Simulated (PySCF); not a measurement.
A structure optimised at r2SCAN-D4/def2-SVP, used in a PySCF frequency run:

```
Si
H 1 1.4904
H 1 1.4917 2 109.73
H 1 1.4949 2 110.08 3 -120.93
Te 1 2.5149 2 110.19 3 121.34
S 5 2.4457 1 92.06 2 -59.43
H 6 1.3542 5 96.29 1 -89.70
```

### Question
Write its SMILES and formula.

### Answer
[SiH3][Te]S, H4SSiTe

### Question
What are its rotational constants (standard atomic weights)?

### Answer
3.7208, 2.3473, 1.4794 GHz
